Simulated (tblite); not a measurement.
Record of a relaxation.

Species: C2H12Ge2Si.
Atom-mapped SMILES: `[CH3:1][CH2:2][SiH2:3][GeH2:4][GeH3:5]` (hydrogens: H6, H7, H8 on C1; H9, H10 on C2; H11, H12 on Si3; H13, H14 on Ge4; H15, H16, H17 on Ge5)

Computed with GFN2-xTB (tblite), gas phase: L-BFGS steps from a force-field or distance-geometry start until the largest atomic force falls under 0.01 eV/Å. 7 of its 142 geometries are shown.

Step 0: E = -434.3795 eV, largest atomic force 1.887 eV/Å
```
atom  x, y, z in Å  |  force x, y, z in eV/Å
C1     -1.974   -0.287    0.944   -1.601  -0.302   0.952
C2     -1.926   -0.032   -0.542   -0.832  -0.516  -0.072
Si3    -0.441    0.932   -1.085   -0.119   1.156  -1.272
Ge4     1.349    0.856    0.310    0.573   0.240   0.791
Ge5     2.647   -1.133    0.134    0.527   0.277   0.079
H6     -2.253    0.621    1.540    0.655  -0.605  -0.577
H7     -2.838   -0.982    1.112    0.739   0.307   0.164
H8     -1.074   -0.763    1.340   -0.087   0.207  -0.053
H9     -1.898   -1.020   -1.057   -0.373   0.650   0.236
H10    -2.854    0.526   -0.797    0.540  -0.652  -0.168
H11    -0.082    0.452   -2.440    0.039   0.066   0.136
H12    -0.909    2.330   -1.257    0.181  -0.148   0.003
H13     0.933    1.101    1.812    0.356  -0.005  -0.633
H14     2.294    2.036   -0.058   -0.293  -0.344   0.315
H15     2.782   -1.631   -1.337   -0.067   0.008   0.730
H16     4.093   -0.762    0.591   -0.505  -0.436  -0.207
H17     2.142   -2.231    1.080    0.267   0.097  -0.423
```

Step 24: E = -434.7783 eV, largest atomic force 0.142 eV/Å
```
atom  x, y, z in Å  |  force x, y, z in eV/Å
C1     -2.007   -0.294    0.946   -0.008  -0.008   0.051
C2     -1.984   -0.068   -0.558   -0.006  -0.025  -0.005
Si3    -0.525    1.009   -1.141    0.035   0.087  -0.107
Ge4     1.328    0.872    0.306    0.050  -0.047   0.004
Ge5     2.700   -1.083    0.192   -0.014   0.052   0.015
H6     -2.129    0.647    1.480    0.001   0.018  -0.003
H7     -2.825   -0.955    1.230   -0.016   0.013   0.006
H8     -1.075   -0.754    1.278    0.023  -0.023   0.011
H9     -1.935   -1.034   -1.060    0.005  -0.057  -0.007
H10    -2.921    0.392   -0.872   -0.026   0.006   0.006
H11    -0.119    0.544   -2.475    0.007   0.021   0.004
H12    -0.949    2.409   -1.278    0.008  -0.017   0.043
H13     1.025    1.110    1.771   -0.019  -0.005   0.001
H14     2.272    2.030    0.051    0.000   0.010  -0.009
H15     2.783   -1.642   -1.200   -0.009  -0.035  -0.007
H16     4.138   -0.930    0.599   -0.008   0.030   0.010
H17     2.217   -2.240    1.021   -0.022  -0.019  -0.012
```

Step 47: E = -434.7891 eV, largest atomic force 0.035 eV/Å
```
atom  x, y, z in Å  |  force x, y, z in eV/Å
C1     -1.972   -0.277    0.943   -0.011  -0.004  -0.008
C2     -1.953   -0.107   -0.571   -0.010  -0.011   0.004
Si3    -0.545    1.038   -1.162   -0.004  -0.016   0.031
Ge4     1.321    0.858    0.264   -0.014  -0.010  -0.030
Ge5     2.681   -1.101    0.195   -0.011  -0.022  -0.001
H6     -2.028    0.692    1.439    0.005  -0.021   0.008
H7     -2.827   -0.871    1.264    0.000   0.005  -0.025
H8     -1.068   -0.787    1.280    0.002   0.035   0.003
H9     -1.862   -1.090   -1.036    0.027   0.004  -0.006
H10    -2.909    0.300   -0.903    0.004   0.003   0.012
H11    -0.173    0.690   -2.538   -0.002  -0.003  -0.012
H12    -1.010    2.430   -1.156   -0.014   0.014   0.004
H13     0.982    1.083    1.723    0.008   0.006   0.016
H14     2.271    2.017    0.042    0.013   0.005  -0.010
H15     2.808   -1.704   -1.179   -0.010   0.005   0.029
H16     4.101   -0.915    0.644    0.016  -0.002   0.007
H17     2.176   -2.241    1.040    0.000   0.012  -0.021
```

Step 70: E = -434.8031 eV, largest atomic force 0.232 eV/Å
```
atom  x, y, z in Å  |  force x, y, z in eV/Å
C1     -1.976   -0.299    0.933    0.016   0.014  -0.095
C2     -1.842   -0.174   -0.580   -0.023  -0.035  -0.007
Si3    -0.594    1.171   -1.097   -0.115   0.028  -0.084
Ge4     1.389    0.904    0.135    0.039  -0.089   0.012
Ge5     2.589   -1.166    0.229    0.056   0.006   0.011
H6     -2.279    0.642    1.373   -0.066   0.210   0.073
H7     -2.717   -1.045    1.200   -0.101  -0.128   0.014
H8     -1.031   -0.592    1.381    0.163  -0.047   0.035
H9     -1.534   -1.145   -0.978   -0.030   0.062  -0.056
H10    -2.822    0.052   -1.008    0.073  -0.049  -0.003
H11    -0.338    1.073   -2.544   -0.011  -0.001   0.094
H12    -1.176    2.499   -0.827    0.055  -0.092  -0.007
H13     1.198    1.289    1.584   -0.003   0.043   0.066
H14     2.404    1.946   -0.278    0.055   0.018  -0.006
H15     2.805   -1.829   -1.104   -0.015   0.009  -0.004
H16     3.974   -1.069    0.812   -0.044   0.027  -0.029
H17     1.944   -2.244    1.058   -0.049   0.024  -0.014
```

Step 94: E = -434.8151 eV, largest atomic force 0.043 eV/Å
```
atom  x, y, z in Å  |  force x, y, z in eV/Å
C1     -1.980   -0.331    0.921    0.018  -0.005  -0.002
C2     -1.753   -0.220   -0.582    0.010  -0.007  -0.013
Si3    -0.619    1.244   -1.026    0.014  -0.030  -0.025
Ge4     1.449    0.955    0.071   -0.026   0.007   0.027
Ge5     2.490   -1.184    0.249   -0.013  -0.028   0.001
H6     -2.493    0.551    1.296    0.013   0.007   0.014
H7     -2.585   -1.204    1.162   -0.005  -0.006   0.002
H8     -1.028   -0.425    1.447   -0.018   0.003  -0.011
H9     -1.307   -1.149   -0.944    0.009  -0.004  -0.003
H10    -2.713   -0.118   -1.088   -0.003  -0.005   0.015
H11    -0.439    1.286   -2.485    0.005   0.011   0.041
H12    -1.245    2.495   -0.588   -0.002   0.016  -0.013
H13     1.418    1.490    1.492    0.000   0.008  -0.022
H14     2.513    1.856   -0.520    0.007   0.018  -0.003
H15     2.738   -1.868   -1.067   -0.004   0.007   0.005
H16     3.836   -1.162    0.916    0.000  -0.010  -0.004
H17     1.711   -2.204    1.035   -0.006   0.018  -0.009
```

Step 118: E = -434.8202 eV, largest atomic force 0.027 eV/Å
```
atom  x, y, z in Å  |  force x, y, z in eV/Å
C1     -1.927   -0.368    0.920    0.014   0.000  -0.002
C2     -1.677   -0.255   -0.579    0.000   0.008  -0.002
Si3    -0.616    1.268   -1.008    0.001  -0.001   0.008
Ge4     1.462    1.028    0.074   -0.018  -0.001   0.003
Ge5     2.379   -1.165    0.260    0.008  -0.003   0.000
H6     -2.453    0.509    1.291   -0.005  -0.011  -0.006
H7     -2.524   -1.248    1.153    0.002   0.004   0.004
H8     -0.981   -0.450    1.459    0.008   0.001   0.005
H9     -1.169   -1.159   -0.923   -0.002   0.000  -0.008
H10    -2.633   -0.214   -1.103    0.006   0.007   0.007
H11    -0.423    1.337   -2.461   -0.012   0.005  -0.004
H12    -1.299    2.488   -0.561    0.001  -0.006  -0.012
H13     1.493    1.624    1.467   -0.005  -0.006   0.003
H14     2.541    1.857   -0.587    0.015   0.021  -0.009
H15     2.600   -1.834   -1.067   -0.001  -0.003   0.000
H16     3.709   -1.265    0.950    0.004   0.000   0.002
H17     1.510   -2.140    1.004   -0.016  -0.015   0.011
```

Step 141: E = -434.8218 eV, largest atomic force 0.010 eV/Å
```
atom  x, y, z in Å  |  force x, y, z in eV/Å
C1     -1.878   -0.377    0.920   -0.004   0.003  -0.002
C2     -1.665   -0.250   -0.583   -0.006  -0.004  -0.002
Si3    -0.618    1.277   -1.026    0.001  -0.004  -0.006
Ge4     1.453    1.036    0.067    0.004   0.008  -0.001
Ge5     2.348   -1.167    0.266   -0.008  -0.001   0.005
H6     -2.417    0.486    1.306    0.000   0.006   0.004
H7     -2.452   -1.270    1.161    0.008  -0.004  -0.001
H8     -0.920   -0.440    1.439    0.006  -0.006   0.004
H9     -1.164   -1.149   -0.950    0.001  -0.004   0.000
H10    -2.634   -0.208   -1.082   -0.006   0.003  -0.006
H11    -0.439    1.340   -2.481    0.001   0.004   0.002
H12    -1.305    2.496   -0.584   -0.004   0.006  -0.002
H13     1.449    1.617    1.468    0.004  -0.004   0.004
H14     2.544    1.882   -0.559   -0.002  -0.010   0.000
H15     2.561   -1.856   -1.054    0.001   0.005   0.004
H16     3.672   -1.285    0.964    0.005   0.002  -0.002
H17     1.458   -2.120    1.016    0.000   0.000   0.000
```

Task: Summarise the path.

Result: The energy falls by 42.67 kJ/mol from step 0 to step 141; nine tenths of that is first reached at step 24. It rises by more than 0.2 meV at steps 69 and 71. The largest force goes from 1.887 to 0.010 eV/Å. Among the bonds Si3–Ge4 changes most, from 2.271 to 2.354 Å; the atoms move by 0.594 Å rms after alignment.

Task: Follow the three bonds and two angles with the largest change from start to end.

Result: 
```csv
step,E above end (kJ/mol),largest force (eV/Å),Si3–Ge4 (Å),Ge4–H13 (Å),Ge5–H16 (Å),Ge4–Ge5–H16 (°),H15–Ge5–H17 (°)
0,42.67,1.887,2.271,1.577,1.560,106.6,112.4
6,9.07,0.303,2.325,1.507,1.489,111.7,105.7
12,5.50,0.153,2.349,1.507,1.498,115.0,102.7
18,4.64,0.083,2.357,1.518,1.503,115.8,103.1
25,4.10,0.095,2.355,1.517,1.504,117.1,104.1
31,3.69,0.090,2.364,1.517,1.500,117.0,103.4
37,3.35,0.052,2.355,1.515,1.503,116.5,103.0
43,3.22,0.031,2.353,1.517,1.502,115.7,103.7
49,3.10,0.043,2.356,1.515,1.502,115.1,103.7
55,3.01,0.033,2.357,1.516,1.501,115.0,103.4
61,2.73,0.086,2.353,1.517,1.505,114.5,103.5
67,1.93,0.097,2.355,1.512,1.502,114.3,103.6
74,1.32,0.068,2.353,1.517,1.505,115.1,103.4
80,0.95,0.040,2.356,1.517,1.504,114.8,103.7
86,0.80,0.055,2.357,1.516,1.501,114.7,103.5
92,0.69,0.030,2.357,1.517,1.502,114.2,103.7
98,0.54,0.035,2.359,1.517,1.502,114.4,103.5
104,0.35,0.041,2.354,1.516,1.501,115.0,103.4
110,0.23,0.032,2.354,1.517,1.502,115.4,103.5
116,0.18,0.023,2.355,1.515,1.501,115.9,103.4
123,0.11,0.020,2.355,1.516,1.502,116.2,103.6
129,0.08,0.016,2.354,1.517,1.501,116.2,103.4
135,0.04,0.030,2.356,1.516,1.503,116.5,103.1
141,0.00,0.010,2.354,1.516,1.502,116.2,103.4
```

The cost below is that of the whole relaxation. Time: 1.0 s wall. Hardware: Intel Xeon 6975P-C, one thread, shared host with 192 logical CPUs at a one-minute load of 89.
